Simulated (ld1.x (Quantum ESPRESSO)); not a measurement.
**Rh: excitation energies, all-electron against RRKJ**

- Element: rhodium (Rh)
- Generator: ld1.x (Quantum ESPRESSO) 7.5
- Type: norm-conserving RRKJ (Kleinman–Bylander form)
- Functional: revPBE
- Relativity: scalar-relativistic
- Frozen core: [Ar] 3d10
- Valence charge: 17
- Reference configuration: 4s2 4p6 4d6 5s0 5p0 (charge +3)
- Partial waves: 4p (bound): rc 1.50 bohr; 4d (bound): rc 1.30 bohr; 4s (bound): rc 1.15 bohr
- Local potential: the s channel
- Core correction: Bessel-smoothed model core inside 0.82 bohr

Energies are relative to the spin-unpolarised reference configuration 4s2 4p6 4d6 5s0 5p0; without spin polarisation the order of configurations can differ from experiment.

```json
{"valence configuration": "4s2 4p6 4d8 5s1 5p0", "charge": "0", "ΔE all-electron (eV)": "-59.180", "error AE − PS (meV)": "+158"}
{"valence configuration": "4s2 4p6 4d8 5s0 5p0", "charge": "+1", "ΔE all-electron (eV)": "-51.851", "error AE − PS (meV)": "+21"}
{"valence configuration": "4s2 4p6 4d7 5s0 5p0", "charge": "+2", "ΔE all-electron (eV)": "-32.427", "error AE − PS (meV)": "+9.0"}
{"valence configuration": "4s2 4p6 4d7 5s2 5p0", "charge": "0", "ΔE all-electron (eV)": "-56.657", "error AE − PS (meV)": "+358"}
{"valence configuration": "4s2 4p6 4d9 5s0 5p0", "charge": "0", "ΔE all-electron (eV)": "-60.130", "error AE − PS (meV)": "+27"}
{"valence configuration": "4s2 4p6 4d8.5 5s0.5 5p0", "charge": "0", "ΔE all-electron (eV)": "-59.833", "error AE − PS (meV)": "+86"}
{"valence configuration": "4s2 4p6 4d8 5s0 5p1", "charge": "0", "ΔE all-electron (eV)": "-55.617", "error AE − PS (meV)": "+61"}
```

Levels in the configuration 4s2 4p6 4d8.5 5s0.5 5p0:

```csv
level,all-electron (eV),pseudo (eV)
4s,-80.793,-80.802
4p,-48.788,-48.780
4d,-4.633,-4.605
5s,-3.699,-3.799
```
